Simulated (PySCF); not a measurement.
C8H10F4.
Numbering: `[F:1][C@@H:2]1[CH2:3][C@@H:4]2[CH2:5][C@H:6]1[CH2:7][C@@H:8]2[C:9]([F:10])([F:11])[F:12]` (hydrogens: H13 on C2; H14, H15 on C3; H16 on C4; H17, H18 on C5; H19 on C6; H20, H21 on C7; H22 on C8)

Level of theory: PBE0-D3(BJ)/def2-SVP geometry optimisation, gas phase (PySCF).

Give the optimised bond lengths and angles.

```csv
bond,length (pm)
F1–C2,138.1
C2–C3,154.0
C3–C4,153.7
C4–C5,153.6
C5–C6,153.4
C6–C7,153.7
C7–C8,155.0
C8–C9,150.8
"C9–F10, C9–F11, C9–F12",134.0
C2–C6,152.8
C4–C8,154.0
C2–H13,110.2
C3–H14,110.0
C3–H15,109.6
C4–H16,109.8
C5–H17,110.0
C5–H18,110.1
C6–H19,109.8
C7–H20,110.1
C7–H21,109.8
C8–H22,110.1
```

Bonds in one row agree within 1 pm and their mean is given. A selection of angles:
```csv
angle,degrees
F1–C2–C3,110.0
F1–C2–C6,109.9
C3–C2–C6,103.3
C2–C3–C4,103.4
C3–C4–C5,101.0
C3–C4–C8,110.9
C5–C4–C8,99.8
C4–C5–C6,94.3
C5–C6–C7,102.3
C2–C6–C5,101.2
C2–C6–C7,107.9
C6–C7–C8,103.0
C7–C8–C9,114.2
C4–C8–C7,103.1
C4–C8–C9,117.3
C8–C9–F10,111.5
C8–C9–F11,113.4
F10–C9–F11,107.1
F11–C9–F12,106.5
```

Torsions: F1–C2–C3–C4 -117° (anticlinal); C2–C3–C4–C5 35° (synclinal); C3–C4–C5–C6 -56° (synclinal); C4–C5–C6–C7 -55° (synclinal); C5–C6–C7–C8 31° (synclinal); C6–C7–C8–C9 134° (anticlinal); C7–C8–C9–F10 -171° (antiperiplanar); F1–C2–C6–C5 81° (synclinal); C3–C4–C8–C7 65° (synclinal).

The 4 C–F bonds span 1.338 Å (C9–F10, drawn single) to 1.381 Å (F1–C2, drawn single), a spread of 0.043 Å. The 5-membered ring C4–C5–C6–C7–C8 has internal angles of 94.3° to 103.1° (sum 502°, against 540° for a flat polygon); it is puckered, 0.27 Å rms from its mean plane, widest ring torsion 58°. The 5-membered ring C2–C3–C4–C5–C6 has internal angles of 94.3° to 103.4°; it is puckered, 0.27 Å rms from its mean plane, widest ring torsion 56°. Of the pairs four or more bonds apart, F11···H15 is among the closest relative to their van der Waals radii: 2.30 Å, 86 % of the sum of Bondi's values. The 9 C–C bonds span 1.508 Å (C8–C9, drawn single) to 1.550 Å (C7–C8, drawn single), a spread of 0.042 Å.

Point group: C1 (no symmetry element, even within 0.4 Å). No PBE0-D3(BJ)/def2-SVP frequencies stand behind this structure, so it isn't proved a minimum.
